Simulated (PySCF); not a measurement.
**How methods differ on the ionisation energy of Ga**

Ga [Ar] 3d10 4s2 4p1 (2P) → Ga+ [Ar] 3d10 4s2 (1S), as a difference of total energies. Computed with PySCF 2.14 in aug-cc-pVTZ-DK (7s6p4d2f, 59 functions), with the spin-free X2C one-electron Hamiltonian (Gaussian nucleus). Correlated levels: valence: [Ar] 3d10 frozen. The calculations carry no spin-orbit coupling.

```csv
method,ionisation energy (eV),error (eV)
UHF,5.522,-0.409
MP2 (valence),5.731,-0.200
SCS-MP2 (valence),5.714,-0.217
CCSD (valence),5.789,-0.142
CCSD(T) (valence),5.813,-0.118
CCSDT (valence),5.822,-0.109
```

Reference: 5.931 eV (measured; NIST levels, between the centres of gravity of the two terms).

Errors of the correlated levels include the incompleteness of this basis and the frozen core.
